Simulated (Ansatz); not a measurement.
Molecule: C₅H₁₁O, charge 0, multiplicity 2. It need not be the lowest isomer of its formula. 
Geometry from a B3LYP-D3(BJ)/def2-TZVP (Ansatz, a first-principles code) optimisation:
SMILES: C[CH]C(O)CC
```xyz
17

C      2.1886     0.4662    -0.9318
C      1.4939     0.0116     0.3006
C      0.0669    -0.4178     0.3287
C     -0.8482     0.3820    -0.6057
C     -2.2857    -0.1253    -0.6042
O     -0.4315    -0.4190     1.6729
H      2.2001    -0.3142    -1.7077
H      3.2251     0.7331    -0.7267
H      1.7012     1.3342    -1.3869
H      2.0835    -0.2658     1.1668
H     -0.0009    -1.4766     0.0302
H     -0.8171     1.4353    -0.3054
H     -0.4408     0.3362    -1.6192
H     -2.7073    -0.0942     0.4001
H     -2.9149     0.4774    -1.2612
H     -2.3339    -1.1602    -0.9518
H     -0.2360     0.4462     2.0529
```
Charge 0, spin multiplicity 2.

Total electronic energies in hartree. Valence correlation only, unless marked. Open shells are spin-unrestricted. No spin-orbit coupling. Non-relativistic unless marked X2C. CBS(X,Y): correlation extrapolated as X^-3; Hartree-Fock from the larger set. [CCSD(T)-MP2]/basis is that difference in the basis named.

```csv
level,program,energy (Eh)
RI-HF/cc-pVTZ,Ansatz,-270.65796
RI-HF/cc-pVQZ,Ansatz,-270.67637
PBE/def2-TZVPD,Ansatz,-272.06056
BLYP-D3(BJ)/def2-TZVPD,Ansatz + dftd3,-272.31501
BLYP/def2-TZVPD,Ansatz,-272.28871
revPBE-D3(BJ)/def2-TZVPD,Ansatz + dftd3,-272.36692
revPBE/def2-TZVPD,Ansatz,-272.33370
B3LYP-D3(BJ)/def2-TZVPD,Ansatz + dftd3,-272.45398
PBE0/def2-TZVP,Ansatz,-272.09622
r2SCANh-D4/def2-TZVPD,Ansatz + dftd4,-272.25543
CAM-B3LYP/def2-TZVPD,Ansatz,-272.28151
LC-wPBE/def2-TZVPD,Ansatz,-272.26127
B2GP-PLYP-D3(BJ)/def2-TZVPD,Ansatz + dftd3,-272.12562
RPA@PBE/cc-pVQZ,Ansatz,-272.55763
SCS-MP2/STO-3G,Ansatz,-267.53366
CCSD/6-31G,Ansatz,-271.06793
CCSD/6-31G*,Ansatz,-271.43248
CCSD(T)/STO-3G,Ansatz,-267.60006
CCSD(T)/6-31G*,Ansatz,-271.45656
CCSD(T)/cc-pwCVTZ,Ansatz,-271.86619
X2C-CCSD(T)/cc-pVTZ-DK,Ansatz,-271.97600
CCSD(T) with core electrons/cc-pwCVTZ,Ansatz,-272.16149
"RI-MP2/CBS(cc-pVTZ,cc-pVQZ)+[CCSD(T)-MP2]/cc-pVTZ",Ansatz,-271.9936
```

Totals of different functionals don't rank their quality; only differences between species are comparable.
